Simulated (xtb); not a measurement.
C$_{3}$H$_{9}$Al, triplet, geometry from GFN2-xTB (such geometries of metal compounds can be far from the true shape) (a higher spin typed on purpose: for a closed-shell molecule this is an excited state); GFN2-xTB (xtb).

Input for xtb:
```
$ xtb mol.xyz --gfn 2 --uhf 2 --hess --json

# file mol.xyz
13

Al    -0.51222004     0.44292878     0.78231096
C     -1.29817757    -1.28267702    -0.10714668
H     -0.65593492    -1.64380573    -0.90920286
H     -2.28266172    -1.05196373    -0.50960577
H     -1.39531838    -2.05560046     0.65282062
C     -0.15678134     1.57104174    -0.94674049
H      0.40296747     0.99917888    -1.68550361
H      0.40878133     2.45991912    -0.67406098
H     -1.11258708     1.87174080    -1.37127352
C      1.44013432    -0.22624452     1.13963741
H      2.04836682     0.61996748     1.45337021
H      1.87613720    -0.67324108     0.24727350
H      1.41663962    -0.96494531     1.93851324
```

### Question
Predict the main parts of the log of this xtb run.

### Answer

```
   ID    Z sym.   atoms
    1   13 Al     1
    2    6 C      2, 6, 10
    3    1 H      3-5, 7-9, 11-13

           -------------------------------------------------
          |                Calculation Setup                |
           -------------------------------------------------

           -------------------------------------------------
          |                 G F N 2 - x T B                 |
           -------------------------------------------------

          ...................................................
          :                      SETUP                      :
          :.................................................:
          :  # basis functions                  31          :
          :  # atomic orbitals                  30          :
          :  # shells                           18          :
          :  # electrons                        24          :
          :  max. iterations                   250          :
          :  Hamiltonian                  GFN2-xTB          :
          :  restarted?                      false          :
          :  GBSA solvation                  false          :
          :  PC potential                    false          :
          :  electronic temp.          300.0000000     K    :
          :  accuracy                    1.0000000          :
          :  -> integral cutoff          0.2500000E+02      :
          :  -> integral neglect         0.1000000E-07      :
          :  -> SCF convergence          0.1000000E-05 Eh   :
          :  -> wf. convergence          0.1000000E-03 e    :
          :  Broyden damping             0.4000000          :
          :  net charge                          0          :
          :  unpaired electrons                  2          :
          ...................................................

 iter      E             dE          RMSdq      gap      omega  full diag
   1    -12.0231181 -0.120231E+02  0.447E+00    2.66       0.0  T
   2    -12.0469401 -0.238220E-01  0.321E+00    3.04       1.0  T
   3    -12.0259123  0.210279E-01  0.239E+00    3.08       1.0  T
   4    -11.9924175  0.334947E-01  0.282E+00    3.21       1.0  T
   5    -12.0346845 -0.422670E-01  0.178E+00    3.30       1.0  T
   6    -12.0394836 -0.479904E-02  0.148E+00    3.33       1.0  T
   7    -12.0516633 -0.121797E-01  0.114E+00    3.33       1.0  T
   8    -12.0646945 -0.130312E-01  0.230E-01    3.31       1.0  T
[...]
         :: total energy             -11.895740146713 Eh    ::
[...]
   ------------------------------------------------------------------------
       1     65.90    -1.27380 ( 75.10%)    -0.97418 ( 24.90%)    -1.19921
       2     68.58    -1.25031 ( 77.97%)    -0.96236 ( 22.03%)    -1.18689
       3     82.49    -1.14213 ( 88.11%)    -0.90776 ( 11.89%)    -1.11426
       4    126.55    -0.89379 ( 97.62%)    -0.78115 (  2.38%)    -0.89111
       5    127.63    -0.88894 ( 97.70%)    -0.77864 (  2.30%)    -0.88640
       6    189.62    -0.66532 ( 99.52%)    -0.66145 (  0.48%)    -0.66530
   ------------------------------------------------------------------------

   temp. (K)  partition function   enthalpy   heat capacity  entropy
                                   cal/mol     cal/K/mol   cal/K/mol   J/K/mol
 298.15  VIB   862.                 4160.785     24.056     26.814
         ROT  0.356E+05              888.752      2.981     23.808
         INT  0.307E+08             5049.538     27.037     50.623
         TR   0.592E+27             1481.254      4.968     38.725
         TOT                        6530.7917    32.0048    89.3474   373.8297

       T/K    H(0)-H(T)+PV         H(T)/Eh          T*S/Eh         G(T)/Eh
   ------------------------------------------------------------------------
    298.15    0.104075E-01    0.110208E+00    0.424518E-01    0.677563E-01
   ------------------------------------------------------------------------

         :::::::::::::::::::::::::::::::::::::::::::::::::::::
         ::                  THERMODYNAMIC                  ::
         :::::::::::::::::::::::::::::::::::::::::::::::::::::
         :: total free energy         -11.827983811921 Eh   ::
         ::.................................................::
         :: total energy              -11.895740146682 Eh   ::
         :: zero point energy           0.099800705251 Eh   ::
         :: G(RRHO) w/o ZPVE           -0.032044370490 Eh   ::
         :: G(RRHO) contrib.            0.067756334761 Eh   ::
         :::::::::::::::::::::::::::::::::::::::::::::::::::::

           -------------------------------------------------
          | TOTAL ENERGY              -11.895740146682 Eh   |
          | TOTAL ENTHALPY            -11.785531962329 Eh   |
          | TOTAL FREE ENERGY         -11.827983811921 Eh   |
          | GRADIENT NORM               0.000071191364 Eh/α |
          | HOMO-LUMO GAP               3.289952096374 eV   |
           -------------------------------------------------

normal termination of xtb
```
